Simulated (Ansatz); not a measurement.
Geometry optimisation, RKS PBE-D4/def2-SVP (Ansatz).

input.yaml

```yaml
crystal:
  periodic: [false, false, false]
  atoms:
    - { symbol: Zn, position_ang: [0.0, 0.0, 0.0] }
    - { symbol: O, position_ang: [0.0, 0.0, 2.14] }
    - { symbol: H, position_ang: [-0.9095, -0.2814, 2.4771] }
    - { symbol: Cl, position_ang: [0.0, 0.0, -2.24] }
    - { symbol: O, position_ang: [1.9128, 0.5243, 0.659] }
    - { symbol: Al, position_ang: [3.049, -0.5765, 1.4749] }
    - { symbol: H, position_ang: [3.0341, -2.1003, 1.1413] }
    - { symbol: H, position_ang: [4.0598, -0.0174, 2.5234] }
    - { symbol: H, position_ang: [1.2073, 0.331, 1.7667] }
basis:
  gaussian: { orbitals: def2-SVP }
hamiltonian:
  xc: pbe
  dispersion: d4
relax:
  f_tol: 0.15
  max_steps: 25
  restrain:
    - { distance: [0, 4], at: 1.79, k: 30.0 }
    - { distance: [8, 1], at: 1.01, k: 30.0 }
    - { distance: [0, 1], at: 2.99, k: 30.0 }
    - { distance: [8, 4], at: 2.21, k: 30.0 }
```

Command:

```bash
$ ansatz run input.yaml --threads 4 --pin off --max-ram 5120MiB --backend cpu --events-out ev --progress --plain --runs-dir out
```

Question: Where does it end, and by what steps?

Answer: The run converged. The restraints hold the end off the free minimum. After 16 steps the energy has fallen by 1.854 eV (the restraints' own energy left out); Zn1 moved furthest, 1.27 Å. Parted: Zn1–O2 (2.14 → 3.00 Å). Joined: O2–Al6 (3.17 → 2.07 Å), O2–H9 (1.31 → 1.00 Å).

```json
{"step": "0", "energy less start (eV)": "0.0000", "largest force component (eV/Å)": "2.641", "accepted": "yes"}
{"step": "1", "energy less start (eV)": "0.6738", "largest force component (eV/Å)": "2.384", "accepted": "yes"}
{"step": "2", "energy less start (eV)": "0.7555", "largest force component (eV/Å)": "2.206", "accepted": "yes"}
{"step": "3", "energy less start (eV)": "0.3304", "largest force component (eV/Å)": "3.463", "accepted": "yes"}
{"step": "4", "energy less start (eV)": "-0.3531", "largest force component (eV/Å)": "2.030", "accepted": "yes"}
{"step": "5", "energy less start (eV)": "-0.9830", "largest force component (eV/Å)": "1.841", "accepted": "yes"}
{"step": "6", "energy less start (eV)": "-1.2789", "largest force component (eV/Å)": "1.279", "accepted": "yes"}
{"step": "7", "energy less start (eV)": "-1.3697", "largest force component (eV/Å)": "0.627", "accepted": "yes"}
{"step": "8", "energy less start (eV)": "-1.4382", "largest force component (eV/Å)": "0.728", "accepted": "yes"}
{"step": "9", "energy less start (eV)": "-1.5210", "largest force component (eV/Å)": "0.984", "accepted": "yes"}
{"step": "10", "energy less start (eV)": "-1.6062", "largest force component (eV/Å)": "1.320", "accepted": "yes"}
{"step": "11", "energy less start (eV)": "-1.7140", "largest force component (eV/Å)": "0.980", "accepted": "yes"}
{"step": "12", "energy less start (eV)": "-1.7973", "largest force component (eV/Å)": "0.583", "accepted": "yes"}
{"step": "13", "energy less start (eV)": "-1.8285", "largest force component (eV/Å)": "0.510", "accepted": "yes"}
{"step": "14", "energy less start (eV)": "-1.8469", "largest force component (eV/Å)": "0.441", "accepted": "yes"}
{"step": "15", "energy less start (eV)": "-1.8511", "largest force component (eV/Å)": "0.424", "accepted": "yes"}
{"step": "16", "energy less start (eV)": "-1.8541", "largest force component (eV/Å)": "0.401", "accepted": "yes"}
```

```xyz
9
Properties=species:S:1:pos:R:3
Zn 0.942 0.221 -0.819
O 0.553 -0.340 2.103
H 0.212 -0.427 3.020
Cl -0.586 -0.133 -2.227
O 2.185 0.663 0.383
Al 2.551 -0.571 1.595
H 2.629 -2.106 1.118
H 3.320 -0.054 2.904
H 0.548 0.628 1.867
```

Run time: 34 s on 4 threads of Arm Neoverse V1, with other jobs on the host, peak memory 0.18 GiB.
